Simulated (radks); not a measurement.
Task: Species: K4+. Configuration: [He] 2s2 2p5 3s2 3p3 4s1 (not the ground configuration). Calculated with a radial shooting solver on a logarithmic mesh with Libxc functionals: scalar-relativistic Kohn-Sham, OLYP, spin-unpolarised, spherical densities, finite nucleus; Fermi nuclear charge, rms radius 3.4349 fm. Some entries of the table are withheld. Estimate them.

| orbital | occ. | eigenvalue (Ry) | <r^2> (bohr^2) |
|---|---|---|---|
| 1s | 2 | -268.1151 | 0.008822 |
| 2s | 2 | -33.55983 | 0.1695 |
| 2p | 5 | (1) | 0.1418 |
| 3s | 2 | -7.52094 | 1.390 |
| 3p | 3 | -6.14160 | 1.526 |
| 3d | 0 | -4.08952 | 1.731 |
| 4s | 1 | (2) | 7.443 |
| 4p | 0 | -2.28503 | (3) |
| 5s | 0 | -1.39142 | 24.23 |
| 4f | 0 | (4) | 13.50 |

Result: 
(1) 2p eigenvalue (Ry): -28.41618
(2) 4s eigenvalue (Ry): -2.68011
(3) 4p <r^2> (bohr^2): 8.855
(4) 4f eigenvalue (Ry): -1.33340
